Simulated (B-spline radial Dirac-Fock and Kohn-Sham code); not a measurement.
ΔSCF core binding energies without Breit or QED terms, calculated with an atomic code on a B-spline grid.

A sound run for neutral phosphorus, [Ne] 3s2 3p3: The ground state converged in 10 iterations, with total energy -341.49467 Ha, virial ratio 1.99504 and highest orbital energy -9.51 eV. ΔSCF binding energies: K (1s) 2154.5 eV, L3 (2p3/2) 138.3 eV. Holes are computed only in closed shells, and unreliable hole states are left out.

A second run, with one unsound setting: The ground state had not converged after 57 iterations, with total energy -341.49244 Ha, virial ratio 1.99318 and highest orbital energy -9.21 eV. ΔSCF binding energies: K (1s) 2154.6 eV, L3 (2p3/2) 138.3 eV (not all states converged, so these are not final). Holes are computed only in closed shells, and unreliable hole states are left out.

```
iter   energy (Ha)        error
   1     -340.19038747  5.79e-01
   2     -341.33848226  8.42e-02
   3     -341.35022468  8.07e-02
   4     -341.36107771  7.72e-02
   5     -341.37110965  7.40e-02
   6     -341.38038337  7.08e-02
   7     -341.38895686  6.78e-02
   8     -341.39688356  6.50e-02
   9     -341.40421274  6.22e-02
  17     -341.44611687  4.43e-02
  25     -341.46856828  3.15e-02
  33     -341.48061547  2.24e-02
  41     -341.48708693  1.59e-02
  49     -341.49056767  1.13e-02
  57     -341.49244316  8.05e-03
```

Q: Which fault fits the second run best?
A. overfilled shell
B. too few quadrature points
C. damping too heavy
D. nuclear radius in wrong units

A: C. The input had damp = 0.97; ndamp = 100: damp is so close to 1 that the orbitals hardly move in each step.
